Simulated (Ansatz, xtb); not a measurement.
## Two isomers of C4H5BrCl2

We compare a, `C/C(Br)=C(/Cl)CCl`, a singlet, with b, `C/C(Br)=C(\Cl)CCl`, a singlet. Both are isolated molecules in the gas phase, relaxed with r2SCAN-D4/def2-SVP; the shapes shown needn't be the lowest conformers.

a (Å):

```xyz
12

C     0.0942   -2.7335    1.2227
C     0.8438   -1.5562    1.7561
C     0.6797   -0.2757    1.3547
C    -0.2599    0.1318    0.2695
Br    2.0863   -1.9923    3.1167
Cl    1.5020    1.0522    2.1119
Cl   -1.9058    0.5464    0.9157
H    -0.7252   -2.4292    0.5581
H    -0.3466   -3.3003    2.0575
H     0.7668   -3.4217    0.6842
H    -0.4024   -0.6668   -0.4682
H     0.1107    1.0305   -0.2392
```

b (Å):

| atom | x (Å) | y (Å) | z (Å) |
| --- | --- | --- | --- |
| C | -1.0137 | 0.9375 | 2.7923 |
| C | -0.5730 | 1.0306 | 1.3736 |
| C | 0.5993 | 1.5087 | 0.9045 |
| C | 1.0337 | 1.6069 | -0.5139 |
| Br | -1.8783 | 0.3920 | 0.1342 |
| Cl | 1.7771 | 2.1447 | 2.0336 |
| Cl | 0.9715 | 3.3176 | -1.1055 |
| H | -1.2809 | -0.1009 | 3.0454 |
| H | -0.2211 | 1.2827 | 3.4680 |
| H | -1.9148 | 1.5519 | 2.9527 |
| H | 2.0762 | 1.2782 | -0.6231 |
| H | 0.3817 | 1.0148 | -1.1663 |

Quicker runs give these differences E(b) − E(a): GFN2-xTB −0.065 eV; HF/STO-3G −0.105 eV (at GFN2-xTB geometries); r2SCAN-D4/def2-SVP//GFN2-xTB −0.099 eV.

Estimate E(b) − E(a) at the level CCSD(T)/def2-SVP + ΔMP2/def2-TZVPP.

Too close to call at this level: CCSD(T)/def2-SVP + ΔMP2/def2-TZVPP gives E(b) − E(a) = −0.068 eV.

Level by level:

```
                             level            geometry  E(b) − E(a) (eV)  departure from the last row (eV)  job, with rough time for the two
                          GFN2-xTB            GFN2-xTB              −0.065                            +0.002              optimisation, 0.18 s
                         HF/STO-3G            GFN2-xTB              −0.105                            −0.037              single point, 0.54 s
      r2SCAN-D4/def2-SVP//GFN2-xTB            GFN2-xTB              −0.099                            −0.031               single point, 4.8 s
                r2SCAN-D4/def2-SVP  r2SCAN-D4/def2-SVP              −0.076                            −0.008                optimisation, 60 s
                       HF/def2-SVP  r2SCAN-D4/def2-SVP              −0.094                            −0.027           part of the CCSD(T) run
                      MP2/def2-SVP  r2SCAN-D4/def2-SVP              −0.072                            −0.004           part of the CCSD(T) run
                  CCSD(T)/def2-SVP  r2SCAN-D4/def2-SVP              −0.078                            −0.010                      single point
CCSD(T)/def2-SVP + ΔMP2/def2-TZVPP  r2SCAN-D4/def2-SVP              −0.068                                               single point, 1.7 min
```

As drawn, both hold the same kinds of bond in the same numbers.

The largest departure from CCSD(T)/def2-SVP + ΔMP2/def2-TZVPP is that of HF/STO-3G, 0.037 eV. The last row adds to CCSD(T) the change of the MP2 difference between the two basis sets, here +0.010 eV.

With thermal terms from frequencies at re-optimised GFN2-xTB minima (ideal gas, soft modes damped towards free rotors, one conformer each, 298.15 K, 1 atm): on the last row, ΔE + ΔZPE = −0.067, ΔH = −0.069, ΔG = −0.060 eV.

The correlated steps freeze 23 core orbitals; the filled d shell of Br is correlated, in a basis made for valence electrons. Programs: Ansatz 0.2.0, xtb 6.7.1; the last row on 4 threads of Arm Neoverse V2 on a shared host.
